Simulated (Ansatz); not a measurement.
`[CH3][Sn]([SH])([Cl])[Cl]` + H₂ → `[SH][SnH]([Cl])[Cl]` + CH₄ at 298.15 K and 1 bar (hydrogenolysis of the Sn–C bond).

Gas-phase electronic energies from Ansatz, PBE0-D4/def2-TZVP geometries. CCSD(T)/CBS adds triple-zeta CCSD(T) − MP2 to the extrapolated MP2 energy (def2 sets, frozen cores). This one scheme is used for every species. Elements past krypton have def2 core potentials. For Sn outer-core shells are correlated without core-valence functions, which leaves a few kJ/mol of doubt a bond. One conformer a species, not always the lowest.

| species | CCSD(T)/CBS energy (Eh) | H − E (kJ/mol) | S (J/(mol·K)) |
| --- | --- | --- | --- |
| `[CH3][Sn]([SH])([Cl])[Cl]` | -1571.95481 | 152.5 | 421.5 |
| H₂ | -1.17544 | 35.1 | 130.4 |
| `[SH][SnH]([Cl])[Cl]` | -1532.67433 | 69.6 | 378.0 |
| CH₄ | -40.46206 | 127.4 | 186.2 |

H − E and S are ideal-gas, rigid-rotor, harmonic terms from PBE0-D4/def2-TZVP, for one conformer and one mirror image of each species. For small species the MP2-based limit differs from directly extrapolated CCSD(T) by up to some mEh (0.8 for H₂); such offsets cancel only in part. 1 Eh = 2625.50 kJ/mol, R = 8.31446 J/(mol·K).

Question: By hand: ΔE, ΔH, ΔS and ΔG.

Answer: ΔE = (-1532.67433) + (-40.46206) − (-1571.95481) − (-1.17544) = -0.00614 Eh = -16.1 kJ/mol. Δ(H − E) = 69.6 + 127.4 − 152.5 − 35.1 = 9.4, so ΔH = -6.7 kJ/mol. ΔS = 378.0 + 186.2 − 421.5 − 130.4 = 12.3 J/(mol·K). ΔG = -6.7 − 298.15 × (12.3)/1000 = -10.4 kJ/mol.

Question: By hand: the equilibrium constant, and the temperature at which ΔG would vanish if ΔH and ΔS stayed fixed.

Answer: log₁₀ K = −ΔG/(RT ln 10) = 1.8. ΔH and −TΔS have one sign here, so there is no such temperature.

TΔS isn't small against ΔH here. A doubt of 5 kJ/mol in ΔE shifts log₁₀ K by 0.9 here. Other conformers and mirror images would add mixing entropy, several J/(mol·K) or more a flexible species. Modes under 60 cm⁻¹, often nearly free rotors, make the harmonic entropy too high. These are equilibria of isolated gas molecules and say nothing of rates. Largest T1 diagnostic: 0.011 (customary marks: 0.02 for closed shells, 0.045 for open ones).

ΔS is within the doubt of such terms, so its sign, and with it that verdict, could turn.
